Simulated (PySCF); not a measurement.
A structure optimised at PBE0-D3(BJ)/def2-SVP, used in a PySCF frequency run:

```
Sn
C 1 2.1570
H 2 1.0998 1 110.41
H 2 1.0998 3 108.52 1 -121.13
H 2 1.0998 3 108.52 4 -117.74
C 1 2.1570 2 109.47 3 -60.00
H 6 1.0998 1 110.41 2 60.00
H 6 1.0998 7 108.52 1 121.13
H 6 1.0998 7 108.52 8 117.74
C 1 2.1570 2 109.47 3 -180.00
H 10 1.0998 1 110.41 2 -60.00
H 10 1.0998 11 108.52 1 121.13
H 10 1.0998 11 108.52 12 117.74
C 1 2.1570 2 109.47 3 60.00
H 14 1.0998 1 110.41 2 -180.00
H 14 1.0998 15 108.52 1 -121.13
H 14 1.0998 15 108.52 16 -117.74
```

Task: Write its SMILES, formula and point group.

Result: [CH3][Sn]([CH3])([CH3])[CH3], C4H12Sn, Td

Task: What are its rotational constants (standard atomic weights)?

Result: 2.4108, 2.4108, 2.4108 GHz
